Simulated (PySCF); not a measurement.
**CH₃SSi, SMILES `[S][SiH]=C` (charge 0, multiplicity 2)**

Calculation: PBE0-D3(BJ)/def2-TZVP (PySCF).

| Quantity | Value |
|---|---|
| highest occupied spin orbital | -7.04 eV |
| dipole moment | 3.35 D |
| total energy | -727.2845 Ha |
| cost | about 90 core-seconds (a rough figure) |

Bond lengths (Å): C1–Si2 1.799, C1–H4 1.086, C1–H5 1.085, Si2–S3 1.956, Si2–H6 1.483. Bond angles (°): Si2–C1–H4 122.8, Si2–C1–H5 121.3, H4–C1–H5 116.0, C1–Si2–S3 124.7, C1–Si2–H6 111.1, S3–Si2–H6 124.2.
Charge 0, spin multiplicity 2.
